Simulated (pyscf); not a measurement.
# `[NH2][Mo](=[O])(=[O])[OH]`, singlet

Gas-phase minimum from PySCF at ωB97X-D3(BJ)/def2-SVP, one conformer. 

SMILES: [NH2][Mo]([OH])(=[O])=[O]
```xyz
8

N     -0.4360    -0.9280    -0.8471
Mo     0.0936     0.7509    -0.0761
O     -0.3215     0.7447     1.5427
O     -0.7017     1.9598    -0.9150
O      1.9516     0.9806    -0.2155
H     -0.8123    -1.0237    -1.7870
H     -0.5415    -1.7882    -0.3149
H      2.3879     1.4784    -0.9167
```

Bond lengths (Å): N1–Mo2 1.922, N1–H6 1.017, N1–H7 1.017, Mo2–O3 1.671, Mo2–O4 1.673, Mo2–O5 1.877, O5–H8 0.964. Bond angles (°): Mo2–N1–H6 123.7, Mo2–N1–H7 123.9, H6–N1–H7 111.4, N1–Mo2–O3 108.5, N1–Mo2–O4 107.4, N1–Mo2–O5 110.5, O3–Mo2–O4 111.7, O3–Mo2–O5 108.6, O4–Mo2–O5 110.2, Mo2–O5–H8 124.4.

Properties at ωB97X-D3(BJ)/def2-SVP:

| Property | Value |
|---|---|
| Harmonic wavenumbers, unscaled | 183, 223, 235, 266, 274, 341, 359, 481, 591, 658, 741, 747, 1065, 1089, 1518, 3594, 3697, 3920 cm⁻¹ |
| Zero-point energy | 28.6 kcal/mol |
| Rotational symmetry number | 1 |
| Entropy of this conformer at 298 K and 1 atm, rigid rotor and harmonic oscillator, modes under 100 cm⁻¹ raised to 100 | 340.4 J/(mol K) |
| Dipole moment | 3.84 D |

Single-point totals, which compare only within one level:

| level | total energy (hartree) |
|---|---|
| ωB97X-D3(BJ)/def2-TZVP | -350.78052 |
| PBE/def2-TZVP | -350.48971 |
| r²SCAN/def2-TZVP | -350.64633 |
| B3LYP-D3(BJ)/def2-TZVP | -350.76281 |
| PBE0-D3(BJ)/def2-TZVP | -350.41066 |
| M06-2X/def2-TZVP | -350.47026 |
| ωB97M-D3(BJ)/def2-TZVP | -350.72895 |

Soft torsions are taken as harmonic, which can shift the entropy by several J/(mol K). Elements past Kr carry the def2 core potentials, without spin-orbit coupling.
